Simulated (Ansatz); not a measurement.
C2H10SiSn can be A, `C[SiH2][SnH2][CH3]`, or B, `[CH3][SnH]([CH3])[SiH3]`.

Program: Ansatz. Geometries: PBE0-D4/def2-TZVP. ΔE: electronic, gas phase. CBS: MP2 limit from def2 TZ/QZ plus the TZ coupled-cluster correction, frozen cores. DFT in def2-TZVPP. B3LYP here is the variant with VWN-RPA as its local correlation; programs differ in this. def2 core potentials past Kr. For Sn outer-core shells are correlated without core-valence functions, which leaves a few kJ/mol of doubt a bond. Each species was taken in one conformer, which may not be the lowest.

Q: Which is lower in electronic energy at CCSD(T)/CBS, and by how much? (Estimate.)

A: Ansatz gave: A, by 8.9 kJ/mol.

Q: Give E(B) − E(A) in kJ/mol with B3LYP-D4, B2PLYP, HF/def2-TZVPP, PBE-D4, CCSD/def2-TZVPP, r2SCAN-D4, PBE0-D4. (An estimate is asked.)

A: Computed: B3LYP-D4 13.8, B2PLYP 12.0, HF/def2-TZVPP 15.1, PBE-D4 14.5, CCSD/def2-TZVPP 11.1, r2SCAN-D4 15.8, PBE0-D4 15.8. None reverses the order clearly.

Largest T1 diagnostic: 0.012.

In def2-TZVPP, CCSD(T) changes the Hartree–Fock value by −4.9 kJ/mol (the triples alone add −0.9 kJ/mol) and MP2 by −6.5 kJ/mol.
